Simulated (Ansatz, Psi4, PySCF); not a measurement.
Approach curve of the dimer H3ClSi ··· HF (SMILES [SiH3]Cl and F). Monomers: optimised at B3LYP-D3(BJ) (def2-TZVP), held rigid. Orientation: a higher rigid-body minimum at GFN2-xTB. Only R, the distance of the centres of mass, is varied, so the lowest point isn't the relaxed dimer.

Geometry at R = 3.74 Å (first 5 atoms: monomer A):
```
7

Si    -0.1324    -0.0037    -0.0049
Cl     1.9317     0.0536     0.0710
H     -0.5358    -0.9923    -1.0236
H     -0.6247     1.3397    -0.3669
H     -0.6388    -0.3973     1.3243
F      4.0456     2.1208     0.5973
H      3.4253     1.4556     0.4317
```

RKS-B3LYP/6-311+G** = restricted B3LYP/6-311+G**, spherical d, no counterpoise correction in PySCF; SCS-MP2/aug-cc-pVTZ = DF-SCS-MP2/aug-cc-pVTZ, frozen core, counterpoise-corrected (Psi4); RKS-B3LYP/6-31G* = restricted B3LYP/6-31G*, spherical d, no counterpoise correction in PySCF; CCSD(T)/aug-cc-pVDZ = CCSD(T) on RHF/aug-cc-pVDZ, frozen core, counterpoise-corrected run with Ansatz (a program for electronic structure).

Interaction energies in kcal/mol:

```json
[
 {"R / Å": "3.33", "RKS-B3LYP/6-311+G**": "8.39", "SCS-MP2/aug-cc-pVTZ": "10.44", "RKS-B3LYP/6-31G*": "9.79"},
 {"R / Å": "3.54", "RKS-B3LYP/6-311+G**": "1.41", "SCS-MP2/aug-cc-pVTZ": "2.77", "RKS-B3LYP/6-31G*": "2.17"},
 {"R / Å": "3.74", "RKS-B3LYP/6-311+G**": "-1.24", "SCS-MP2/aug-cc-pVTZ": "-0.27", "RKS-B3LYP/6-31G*": "-0.89"},
 {"R / Å": "3.92", "RKS-B3LYP/6-311+G**": "-2.07", "SCS-MP2/aug-cc-pVTZ": "-1.33", "RKS-B3LYP/6-31G*": "-1.96"},
 {"R / Å": "4.18", "RKS-B3LYP/6-311+G**": "-2.19", "SCS-MP2/aug-cc-pVTZ": "-1.66", "RKS-B3LYP/6-31G*": "-2.24"},
 {"R / Å": "4.42", "RKS-B3LYP/6-311+G**": "-1.91", "SCS-MP2/aug-cc-pVTZ": "-1.51", "RKS-B3LYP/6-31G*": "-1.98"},
 {"R / Å": "4.78", "RKS-B3LYP/6-311+G**": "-1.43", "SCS-MP2/aug-cc-pVTZ": "-1.14", "RKS-B3LYP/6-31G*": "-1.42"},
 {"R / Å": "5.26", "RKS-B3LYP/6-311+G**": "-0.95", "SCS-MP2/aug-cc-pVTZ": "-0.76", "RKS-B3LYP/6-31G*": "-0.90"},
 {"R / Å": "5.97", "RKS-B3LYP/6-311+G**": "-0.58", "SCS-MP2/aug-cc-pVTZ": "-0.45", "RKS-B3LYP/6-31G*": "-0.52"},
 {"R / Å": "6.97", "RKS-B3LYP/6-311+G**": "-0.35", "SCS-MP2/aug-cc-pVTZ": "-0.25", "RKS-B3LYP/6-31G*": "-0.30"},
 {"R / Å": "8.20", "RKS-B3LYP/6-311+G**": "-0.20", "SCS-MP2/aug-cc-pVTZ": "-0.14", "RKS-B3LYP/6-31G*": "-0.18"}
]
```

**Question.** Estimate the CCSD(T)/aug-cc-pVDZ values at these points.

**Answer.** 3.33: 11.28; 3.54: 3.38; 3.74: 0.16; 3.92: -1.06; 4.18: -1.57; 4.42: -1.51; 4.78: -1.19; 5.26: -0.80; 5.97: -0.46; 6.97: -0.26; 8.20: -0.15 (kcal/mol).
